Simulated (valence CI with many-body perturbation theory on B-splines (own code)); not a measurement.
**Valence orbitals of Pb76+**

Level of theory: relativistic CI+MBPT: four valence electrons over a frozen Dirac-Fock core [He], a basis of 11 s, 11 p, 10 d, 8 f, 5 g, 2 h functions for each j, with the one-electron correlation potential Σ1 (screened to all orders), the two-electron term Σ2, the three-electron term Σ3, Breit, model QED; selected single and double excitations, second order for the rest, scaled by the run's own slope (own B-spline code, finite nucleus).

The last digits are not significant, and no measured levels were compared; by estimate large intervals hold to a few tenths of a per cent, small ones and those within an open d or f shell to about a per cent. Among the levels kept, up to 1200 cm⁻¹ of a level comes from second order outside the variational space, and about a tenth of that is noise between levels of different J, which matters for small intervals.

These are the spectroscopic orbitals of the CI (the correlating ones are not listed), shaped by the core and the other valence electrons. h is the expectation value of the core's Dirac-Fock operator, without the valence repulsion; Σ1 is computed up to l = 3 at one energy for each symmetry, that of its lowest orbital but kept below the first core excitation, so for empty shells it is not the orbital's own correlation shift; Breit and QED include the response of the core.

```tsv
Orbital	h (hartree)	Σ1 (cm⁻¹)	Breit (cm⁻¹)	QED (cm⁻¹)	⟨r⟩ (bohr)
2s1/2	-918.25	-1673	180746	233302	0.06483
3s1/2	-395.75	-430	49426	66883	0.1532
4s1/2	-217.84	-170	19333	27208	0.2809
5s1/2	-137.36	-84.0	9591	13606	0.4475
6s1/2	-94.382	-47.6	5435	7742	0.6531
7s1/2	-68.793	-29.5	3373	4817	0.8973
2p1/2	-909.59	-5078	366084	18700	0.05290
3p1/2	-393.34	-1188	95588	3889	0.1420
4p1/2	-216.86	-460	37067	1492	0.2704
5p1/2	-136.87	-225	18298	731	0.4377
6p1/2	-94.104	-127	10344	412	0.6439
7p1/2	-68.62	-78.6	6412	255	0.8888
2p3/2	-819.85	-2607	107979	36400	0.06111
3p3/2	-366.63	-620	30612	9645	0.1538
4p3/2	-205.7	-243	15855	3909	0.2861
5p3/2	-131.21	-120	7991	1961	0.4573
6p3/2	-90.855	-68.1	4577	1121	0.6675
7p3/2	-66.587	-42.4	2864	700	0.9161
3d3/2	-365.85	-280	3363	-155	0.1293
4d3/2	-205.37	-123	1861	102	0.2621
5d3/2	-131.05	-63.9	888	85.9	0.4338
6d3/2	-90.758	-37.2	537	59.4	0.6445
7d3/2	-66.526	-23.5	347	40.9	0.8938
3d5/2	-358.7	-223	1066	2927	0.1332
4d5/2	-202.33	-97.1	593	1384	0.2668
5d5/2	-129.49	-50.3	275	739	0.4395
6d5/2	-89.858	-29.3	167	436	0.6513
7d5/2	-65.96	-18.5	108	278	0.9016
4f5/2	-202.25	-21.1	19.4	-349	0.2290
5f5/2	-129.45	-12.1	16.1	-167	0.4019
6f5/2	-89.836	-7.4	9.6	-92.7	0.6139
7f5/2	-65.947	-4.8	6.8	-56.8	0.8647
4f7/2	-200.8	-19.3	5.9	333	0.2315
5f7/2	-128.71	-11.0	4.9	183	0.4048
6f7/2	-89.404	-6.7	2.7	110	0.6173
7f7/2	-65.675	-4.3	1.9	70.7	0.8685
5g7/2	-128.7		0.1	-115	0.3532
6g7/2	-89.398		0.1	-66.6	0.5657
7g7/2	-65.67		0.1	-41.8	0.8171
5g9/2	-128.26		0.0	92.3	0.3551
6g9/2	-89.143		0.0	54.0	0.5678
7g9/2	-65.51		0.0	34.3	0.8195
6h9/2	-89.142				0.5029
6h11/2	-88.974				0.5044
```

Among the shells of the start configuration 2s2 2p2, Σ1 is largest in size for 2p1/2, where it is 0.0025 % of h.

Lowest root of each symmetry, sizes in configuration state functions:

| J | Parity | Roots | Reference | Variational | Second order | Change by selected CI (cm⁻¹) | Change by second order (cm⁻¹) |
| --- | --- | --- | --- | --- | --- | --- | --- |
| 0 | even | 18 | 53 | 27806 | 25602 | -30753 | 0 |
| 1 | even | 32 | 124 | 31999 | 144969 | -24607 | -172 |
| 2 | even | 34 | 150 | 32000 | 240663 | -25953 | -349 |
| 3 | even | 19 | 123 | 31999 | 233354 | -21666 | -356 |
| 4 | even | 7 | 83 | 31996 | 181161 | -22164 | -126 |
| 5 | even | 3 | 46 | 26732 | 107548 | -19849 | -15 |
| 0 | odd | 14 | 49 | 24983 | 26172 | -28663 | -1 |
| 1 | odd | 33 | 127 | 31997 | 134441 | -33781 | -171 |
| 2 | odd | 32 | 147 | 31998 | 237112 | -27877 | -319 |
| 3 | odd | 18 | 122 | 31995 | 233397 | -23893 | -383 |
| 4 | odd | 6 | 82 | 31996 | 156953 | -21022 | -97 |
| 5 | odd | 1 | 45 | 17216 | 66113 | -27716 | -12 |
